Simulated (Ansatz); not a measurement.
Wavefunction ladder for AlGaH₃NO, SMILES `[NH2][Al]1[O][GaH]1`

```
atom   x (Å)   y (Å)   z (Å)
  N1  -0.450  -1.847  -0.063
 Al2   0.019  -0.155   0.015
  O3  -0.699   1.356  -0.318
 Ga4   0.984   1.960   0.247
  H5  -1.352  -2.180  -0.366
  H6   0.147  -2.617   0.189
  H7   1.351   3.483   0.297
```

The species carries charge 0 and has multiplicity 1. Correlated methods include outer-core shells of Ga, which these sets cover unevenly. Scalar relativity is left out up to krypton. The structure was optimised at the PBE0-D4/def2-TZVP level. It is one conformer, not always the lowest. Frozen core, restricted reference, Ansatz.

```csv
basis,HF (Eh),MP2 corr.,CCSD corr.,(T),CCSD(T) total
def2-SVP,-2295.84929,-0.62988,-0.63837,-0.02153,-2296.50919
def2-TZVPP,-2296.35358,-0.75105,-0.75694,-0.03347,-2297.14399
def2-QZVPP,-2296.40747,-1.03852,-1.01814,-0.04073,-2297.46634
```
